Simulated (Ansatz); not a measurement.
A geometry relaxed with PBE-D3(BJ)/def2-TZVP (Ansatz, a quantum-chemistry and plane-wave program), charge 0, multiplicity 1:

```xyz
8

N     -1.3831    -1.1071    -0.1527
H      2.5003     0.3175     0.7538
S      1.6755    -0.6117     1.2925
H     -2.2625    -0.8695    -0.6001
H      0.9345     2.4329    -0.3195
S     -0.0572     1.9059    -1.0763
Al    -0.0060    -0.0052     0.0111
H     -1.4016    -2.0628     0.1882
```

**Question.** Write the SMILES of this molecule.

**Answer.** `[NH2][Al]([SH])[SH]`
